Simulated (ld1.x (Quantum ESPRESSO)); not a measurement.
**gold (Au), ultrasoft: configuration errors across variants**

* Element: gold (Au)
* Generator: ld1.x (Quantum ESPRESSO) 7.5
* Type: ultrasoft
* Functional: PBE
* Relativity: scalar-relativistic
* Frozen core: [Kr] 4d10 4f14
* Valence charge: 19
* Reference configuration: 5s2 5p6 5d10 6s1 6p0
* Partial waves: 5s (bound): rcut 1.20, rcutus 1.40 bohr; 6s (bound): rcut 1.20, rcutus 1.40 bohr; 5p (bound): rcut 1.45, rcutus 1.70 bohr; 6p (bound, empty): rcut 1.45, rcutus 1.70 bohr; 5d (bound): rcut 1.75, rcutus 2.10 bohr; 5d channel at 3.75 Ry: rcut 1.75, rcutus 2.10 bohr
* Local potential: all-electron potential smoothed inside 1.30 bohr (lloc = -1)
* Core correction: none
* Augmentation charge: PSQ, inside the norm-conserving radii

All-electron excitation energies from the reference (eV): (1) 5s2 5p6 5d10 6s0 6p0 9.409; (2) 5s2 5p6 5d9 6s0 6p0 30.617; (3) 5s2 5p6 5d8 6s0 6p0 64.494; (4) 5s2 5p6 5d9 6s2 6p0 1.693; (5) 5s2 5p6 5d10 6s0 6p1 5.248; (6) 5s2 5p6 5d9 6s1 6p1 7.497; (7) 5s2 5p6 5d9 6s1 6p0 12.124.

The overlap operator is not positive definite (basis up to 400 Ry) in “base”, “wave 5d channel at 3.75 Ry: rcut 1.75, rcutus 2.10 bohr becomes 5d channel at 2.15 Ry: rcut 1.75, rcutus 2.10 bohr”, “core correction a·sin(br)/r model core inside 1.18 bohr”, “waves 5d (bound): rcut 1.75, rcutus 1.90 bohr; 5d channel at 3.75 Ry: rcut 1.75, rcutus 1.90 bohr”, “waves 5s (bound): rcut 1.20, rcutus 1.28 bohr; 6s (bound): rcut 1.20, rcutus 1.28 bohr”, “local potential all-electron potential smoothed inside 0.98 bohr (lloc = -1)”. Such files are unfit for use, however small their errors in these radial tests.

2 further variants failed, have other tests or another functional or relativity, and are left out.

A true bound ghost makes a file unfit for plane-wave use even where its test errors are small: the radial tests pick states by their node count and pass the ghost by.

Errors AE − PS in meV (a dash: test not solved or not reliable):

```csv
change,(1),(2),(3),(4),(5),(6),(7),bound ghosts
base,-3.9,-1.4,+15,+2.1,+0.7,+14,+1.5,not determined (overlap not positive)
"wave 5d channel at 3.75 Ry: rcut 1.75, rcutus 2.10 bohr becomes 5d channel at 2.15 Ry: rcut 1.75, rcutus 2.10 bohr",-4.8,+13,+228,+9.0,+0.2,+29,+8.7,not determined (overlap not positive)
core correction a·sin(br)/r model core inside 1.18 bohr,-5.1,-3.0,+9.9,-0.8,-7.3,+8.8,+0.5,not determined (overlap not positive)
"waves 5d (bound): rcut 1.75, rcutus 1.90 bohr; 5d channel at 3.75 Ry: rcut 1.75, rcutus 1.90 bohr",-5.3,-0.8,+41,+9.4,-6.0,+11,+6.8,not determined (overlap not positive)
"waves 5s (bound): rcut 1.20, rcutus 1.28 bohr; 6s (bound): rcut 1.20, rcutus 1.28 bohr",-3.0,-1.9,+13,+4.5,-1.4,+15,+1.9,not determined (overlap not positive)
local potential all-electron potential smoothed inside 0.98 bohr (lloc = -1),-3.9,-0.5,+21,+2.4,-1.9,+14,+1.9,"s (p not tested, overlap not positive)"
```

Task: Give the same row for: local potential all-electron potential smoothed inside 1.10 bohr (lloc = -1).

Result: -3.9, -1.0, +17, +2.1, +3.9, +23, +1.6; bound ghosts: not determined (overlap not positive). Its overlap operator is not positive definite in a basis up to 400 Ry (lowest eigenvalue p -0.11), so the file is unfit for use: the generalised eigenproblem breaks down once the basis is large enough, and its test numbers describe a broken file.
